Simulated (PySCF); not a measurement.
Level of theory: PySCF with B3LYP-D3(BJ)/def2-TZVP // B3LYP-D3(BJ)/def2-SVP. All species are isolated molecules in the gas phase. One relaxed conformer stands for a flexible species; it need not be the lowest. B3LYP has the VWN-RPA correlation part, as in Gaussian. 

Reference species (SMILES): `[F][Ge]([F])([F])[F]` (neutral, multiplicity 1).

| Item | Value |
|---|---|
| S1 oscillator strength | 0.000 |
| HOMO | -12.35 eV |
| LUMO | -2.40 eV |

Changed species: `C[O][Ge]([O]C)([O]C)[O]C` (4 of 4 F replaced by OCH3; the reference has 0 of 4 F replaced by OCH3).

Problem. Give the shifts of the S1 oscillator strength, HOMO and LUMO.

Solution. the S1 oscillator strength rises by 0.014, to 0.014; the HOMO goes up by 4.54 eV, to -7.81 eV; the LUMO rises by 2.25 eV, to -0.15 eV.
